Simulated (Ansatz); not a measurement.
Ansatz (a program for electronic structure) input (B2PLYP/def2-TZVPD):

Ansatz 0.2 input:
```yaml
crystal:
  periodic: [false, false, false]
  atoms:
    - {symbol: C, position_ang: [3.39043913, -0.41075101, -0.42109142]}
    - {symbol: C, position_ang: [2.57449771, -0.13897755, 0.79070831]}
    - {symbol: C, position_ang: [1.26995906, 0.57053661, 0.70216106]}
    - {symbol: C, position_ang: [0.12215646, -0.30640877, 0.15680640]}
    - {symbol: C, position_ang: [-1.20399009, 0.44393348, 0.06695602]}
    - {symbol: C, position_ang: [-2.33225358, -0.41721068, -0.48155188]}
    - {symbol: O, position_ang: [-3.58642515, 0.25680684, -0.51335140]}
    - {symbol: H, position_ang: [3.38639667, 0.44455791, -1.10455141]}
    - {symbol: H, position_ang: [4.42722852, -0.64322581, -0.17099357]}
    - {symbol: H, position_ang: [3.00753330, -1.26721253, -0.99812865]}
    - {symbol: H, position_ang: [2.82327933, -0.65542159, 1.71039841]}
    - {symbol: H, position_ang: [1.36774155, 1.44417195, 0.04517411]}
    - {symbol: H, position_ang: [0.97730399, 0.94802140, 1.68635274]}
    - {symbol: H, position_ang: [0.00656423, -1.18251160, 0.80229963]}
    - {symbol: H, position_ang: [0.39987927, -0.68533694, -0.83148947]}
    - {symbol: H, position_ang: [-1.49408149, 0.81462855, 1.05432093]}
    - {symbol: H, position_ang: [-1.08006192, 1.32463768, -0.57516259]}
    - {symbol: H, position_ang: [-2.48744051, -1.28686006, 0.15966131]}
    - {symbol: H, position_ang: [-2.06772314, -0.79101558, -1.47967363]}
    - {symbol: H, position_ang: [-3.50007095, 1.03437958, -1.07532735]}
basis:
  gaussian:
    orbitals: def2-TZVPD
hamiltonian:
  xc: {name: B2PLYP}
magnetization: {spin_polarized: true, initial_magnetization: 1}
correlation: {electrons: outside_noble_gas}
```

End of the output:

```
integrals: 1.72 GiB planned
2654 factors; integrals over basis functions are off by at most 9.0e-4 eV
0.54 GiB of the device are held for the grids
2.73 GiB of device memory are held for the factors and their scratch space
mean field: 4.61 GiB planned
mean field evaluation 1: about -8454.5742 eV, gradient 4.6e1 eV
mean field evaluation 2: about -8454.6149 eV, gradient 4.6e1 eV
mean field evaluation 4: about -8464.1298 eV, gradient 4.4e0 eV
mean field evaluation 8: about -8464.2101 eV, gradient 4.1e-1 eV
mean field evaluation 16: about -8464.2116 eV, gradient 1.2e-3 eV
mean field -8464.21164245 eV, -311.0540406113 hartree, gradient 6.7e-6 eV, S^2 0.757233; 0 other end points of the search recorded, 0 dependent functions left out
7 core orbitals not correlated
reference -8464.21188614 eV, -311.0540495668 hartree; 22, 21 occupied and 350, 351 virtual orbitals, 2654 factors
second order -40.47389779 eV of doubles, -0.00000000 eV of singles
Total energy: -8475.13983854 eV, -311.4556444103 hartree
```

It need not be the lowest isomer of its formula.
